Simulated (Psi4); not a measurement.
Noncovalent pair: H2 (SMILES [H][H]) (first 2 atoms) with CH4S (SMILES CS); geometry from B3LYP-D3(BJ)/def2-TZVP, rigid monomers moved along the line of their centres of mass till H1···S4 is 4.23 Å.
(charge 0, multiplicity 1):
```xyz
8

H      0.02958    -0.32953     0.15439
H      0.37830    -0.16103    -0.48325
C      0.74523     0.89465     4.27497
S     -0.89237     0.09529     4.25859
H      0.75064     1.76886     4.92243
H      1.43812     0.15668     4.67576
H      1.06275     1.16481     3.26988
H     -1.58085     1.13729     3.76491
```

Level of theory: SAPT0/jun-cc-pV(D+d)Z run with Psi4 1.11.

### Question
Give the four SAPT terms and the total, and say what mostly holds the pair together.

### Answer
electrostatics -0.12, exchange 0.04, induction -0.01, dispersion -0.09, total -0.19 kcal/mol; the largest attraction is electrostatics.
